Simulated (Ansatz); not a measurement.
C8H16 can be A, `C=C(C)CC(C)(C)C`, or B, `CC[C@@H]1CCC[C@H]1C`.

Program: Ansatz. Geometries: PBE0-D4/def2-TZVP. ΔE: electronic, gas phase. CBS: MP2 limit from def2 TZ/QZ plus the TZ coupled-cluster correction, frozen cores. Functionals use def2-TZVPP. One conformer a species, not always the lowest.

A:

```xyz
24

C    -0.1838   -1.4106    2.0870
C     0.6195   -1.0380    1.0943
C     2.0736   -0.7691    1.3293
C     0.1240   -0.9155   -0.3216
C    -0.4813    0.4460   -0.7347
C    -0.7803    0.3778   -2.2300
C     0.4870    1.5944   -0.4707
C    -1.7793    0.7037    0.0227
H    -1.2270   -1.6508    1.9132
H     0.1776   -1.4964    3.1062
H     2.6835   -1.4927    0.7774
H     2.3307   -0.8432    2.3869
H     2.3674    0.2203    0.9700
H    -0.6398   -1.6787   -0.5020
H     0.9519   -1.1347   -1.0061
H    -1.2427    1.3059   -2.5771
H    -1.4661   -0.4436   -2.4568
H     0.1349    0.2214   -2.8083
H     0.6798    1.7151    0.5979
H     0.0675    2.5350   -0.8383
H     1.4433    1.4361   -0.9778
H    -2.5107   -0.0871   -0.1687
H    -1.6072    0.7521    1.0997
H    -2.2224    1.6524   -0.2927
```

B:

Z-matrix (Å, degrees):
```
C
C 1 1.520
H 1 1.093 2 111.5
H 1 1.092 2 111.4 3 120.2
H 1 1.094 2 111.0 3 -119.8
C 2 1.518 1 113.6 3 61.4
H 2 1.095 1 109.1 3 -176.2
H 2 1.098 1 109.7 3 -60.3
C 6 1.531 2 114.9 1 178.0
C 6 1.534 2 114.3 1 -62.6
H 6 1.101 2 108.3 1 58.5
C 9 1.525 6 102.5 2 166.1
C 9 1.515 6 115.0 2 -69.5
H 9 1.100 6 107.5 2 52.0
C 10 1.543 6 106.1 2 -153.4
H 10 1.092 6 112.3 2 83.4
H 10 1.095 6 109.1 2 -34.4
H 12 1.093 9 113.0 6 -162.3
H 12 1.096 9 108.5 6 79.3
H 13 1.093 9 111.3 6 -177.6
H 13 1.093 9 112.0 6 62.2
H 13 1.095 9 110.5 6 -58.0
H 15 1.093 10 110.4 6 123.6
H 15 1.092 10 112.1 6 -117.8
```

Problem. Which is lower in electronic energy at CCSD(T)/CBS, and by how much? (Estimate.)

Solution. The calculation gave: B, by 54.1 kJ/mol.

Problem. Give E(B) − E(A) in kJ/mol with HF/def2-TZVPP, r2SCAN-D4, BLYP-D4, PBE-D4, LDA (SPW92), CCSD(T)/def2-SVP, ωB97M-V. (Best estimate.)

Solution. The calculation gave: HF/def2-TZVPP -56.4, r2SCAN-D4 -55.5, BLYP-D4 -33.2, PBE-D4 -58.1, LDA (SPW92) -74.9, CCSD(T)/def2-SVP -59.9, ωB97M-V -58.5. None reverses the order clearly.

Largest T1 diagnostic: 0.009.

From BLYP to BHLYP (50 % exact exchange), in def2-TZVPP and without D4, E(B) − E(A) moves by −21.5 kJ/mol. At CCSD(T), def2-SVP lies −5.8 kJ/mol from the extrapolated value and def2-TZVPP −0.4 kJ/mol.
